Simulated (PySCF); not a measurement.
HSSi, SMILES [Si]=[SH+] (connectivity only; charge and spin as stated), charge +1, multiplicity 1. Atoms are numbered in the order given.

```xyz
3

Si     0.0007     1.1317     0.0000
S     -0.0808    -0.9310     0.0000
H      1.2822    -0.9475     0.0000
```
Charge +1, spin multiplicity 1.

Geometry: B3LYP-D3(BJ)/def2-TZVP. The isomer is the one that the SMILES or the coordinates give; other isomers of the formula were not compared.

Two levels are set side by side: PBE/pcSseg-2 (PySCF) and B3LYP/pcSseg-2 (PySCF). GIAO shifts against H2S (³³S), TMS (²⁹Si), TMS (¹H) at the same level; non-relativistic, no solvent, atoms listed together averaged. Differences are taken from unrounded values.

| quantity | B3LYP | PBE | PBE minus B3LYP |
|---|---|---|---|
| δ(²⁹Si) of Si1 (ppm) | 562.5 | 540.6 | -21.9 |
| δ(³³S) of S2 (ppm) | 631.0 | 626.0 | -5.1 |
| δ(¹H) of H3 (ppm) | 6.61 | 6.86 | 0.25 |

Rough cost on one machine, each run with all the roots and properties that it gave: B3LYP against PBE within a factor of 2.
